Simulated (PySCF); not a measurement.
1,1,2,2-tetrafluoroethane (C2H2F4), SMILES FC(F)C(F)F. Heavy atoms are numbered as in [F:1][CH:2]([F:3])[CH:4]([F:5])[F:6]. Hydrogens are named by the atom that carries them.

Geometry optimised at B3LYP-D3(BJ)/def2-SVP. Other conformers were not sampled.

All values below come from HF/pcSseg-1 (PySCF).

GIAO shieldings, no solvent; atoms alike by connectivity are averaged. δ = σ(ref) − σ: ¹⁹F against CFCl3 (σ = 238.5 ppm); ¹³C against TMS (σ = 192.6 ppm); ¹H against TMS (σ = 31.99 ppm), references at their B3LYP-D3(BJ)/def2-TZVP geometries, non-relativistic.

```json
[
 {"nucleus": "¹⁹F", "atoms": "F1", "count": "4", "δ (ppm)": "-122.8"},
 {"nucleus": "¹³C", "atoms": "C2 (CH)", "count": "2", "δ (ppm)": "102.9"},
 {"nucleus": "¹H", "atoms": "H on C2", "count": "2", "δ (ppm)": "5.73"}
]
```
